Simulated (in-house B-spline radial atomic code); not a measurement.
**RPA and G0W0 on PBE: neutral bismuth**

Configuration [Xe] 4f14 5d10 6s2 6p3, highest spin, mean-field start PBE. Computed with an all-electron radial atomic-structure program (B-spline basis): all electrons, scalar-relativistic (spin-free one-electron X2C), finite nucleus, each spin shell either full or empty, empty states to l = 9 with an (l + 1/2)⁻⁴ tail; G0W0 by contour deformation at full frequency.

Without the two-electron picture change, the correlation of inner shells comes somewhat too large for so heavy an element.

Spin-orbit coupling, left out, splits p levels strongly here.

Command:
```bash
python run_gw.py task.json out
```
Settings (radii: box in bohr, nucleus in fm):
```
Z                        83
electrons                83
configuration            [Xe] 4f14 5d10 6s2 6p3
hamiltonian              x2c
method                   pbe,pbe
lmax                     9
rms_radius               5.5211
spin_polarised           True
box_radius               40
intervals                72
```

Run time, properties included: 21 s on 1 thread of Arm Neoverse N1, on a shared host.

Energies (hartree):

| term | value |
| --- | --- |
| mean-field total | -21535.67684 |
| Hartree-Fock functional on these orbitals | -21529.38284 |
| direct second order | -8.4886 |
| second-order exchange | 2.0997 |
| SOSEX correction | 1.9691 |

Problem. What is the RPA correlation energy, and what remains with SOSEX?

Solution. RPA gives -7.4053 hartree (-2.43 eV per electron); RPA + SOSEX gives -5.4362, and the second-order doubles -6.3889 hartree (no singles). SOSEX takes back 27 % of the RPA value.

Quasi-particle levels (eV):

```tsv
level	occupied	mean field	Σx - vxc	Σc	QP weight	G0W0
6p up	yes	-5.201	-3.38	?	?	?
6p down	no	-3.382	4.73	-2.52	0.839	-1.175
```

G0W0 = mean field + (Σx - vxc) + Σc, with Σc (partial-wave tail included) taken at the quasi-particle energy. Only the outer levels were computed. Levels of low weight are left out.

Problem. Where does G0W0 put 6p up?

Solution. At -8.555 eV, with Σc = 0.03 eV and a quasi-particle weight of 0.785. The tabulated removal energy is 7.286 eV (NIST, measured); the calculation leaves out spin-orbit coupling, Breit and QED terms, and what these don't explain is the method's own error.
